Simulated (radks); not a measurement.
Values are calculated unless marked as measured or tabulated.
All-electron atom: Ta29+ in [Kr] 4d7 6d1 (not the ground configuration). Level of theory: scalar-relativistic Kohn-Sham, BLYP, spin-polarised, spherical densities, point nucleus; open shells are filled with parallel spins first (spin-orbit coupling, left out, can overturn this in heavy ions) (a radial shooting solver on a logarithmic mesh with Libxc functionals).

Radial electron density D(r) = 4 pi r^2 rho(r):

r (bohr),D(r) (e/bohr),spin D(r)
0.003129,36.58,-0.000482
0.003613,43.46,-0.000567
0.00414,50.62,-0.000654
0.004743,58.31,-0.000744
0.005434,66.33,-0.000833
0.006275,74.83,-0.000917
0.00719,82.47,-0.000977
0.008237,89.25,-0.000999
0.009437,94.67,-0.000952
0.01081,98.26,-0.000777
0.01249,99.73,-0.000325
0.01431,98.89,0.000597
0.01639,96.27,0.00247
0.01878,92.75,0.00618
0.02169,89.52,0.0140
0.02484,88.59,0.0283
0.02846,91.13,0.0549
0.03261,97.80,0.103
0.03736,108.0,0.186
0.04315,120.4,0.335
0.04943,130.1,0.559
0.05664,134.4,0.894
0.06489,131.4,1.36
0.07494,121.6,1.98
0.08585,110.6,2.63
0.09836,103.6,3.22
0.1127,104.4,3.54
0.1291,111.9,3.39
0.1491,119.6,2.59
0.1708,117.8,1.41
0.1957,103.1,0.315
0.2242,79.70,0.0327
0.259,57.06,1.24
0.2967,46.61,3.73
0.3399,46.85,6.62
0.3894,49.88,8.57
0.4461,47.30,8.71
0.5152,36.29,7.08
0.5903,22.68,4.89
0.6763,11.39,2.92
0.7748,4.482,1.39
0.8948,1.109,0.327
1.025,0.2882,0.131
1.175,0.6923,0.671
1.346,1.223,1.22
1.542,1.125,1.13
1.78,0.5839,0.584
2.04,0.1897,0.190
2.337,0.03717,0.0372
2.677,0.004223,0.00422
3.092,0.0002190,0.000219

D(r) has 5 maxima, at r = 0.0127, 0.0575, 0.156, 0.399, 1.41 bohr, and minima at 0.0243, 0.104, 0.314, 1.03 bohr, inside which lie 1.90, 11.12, 29.13, 43.19 electrons.
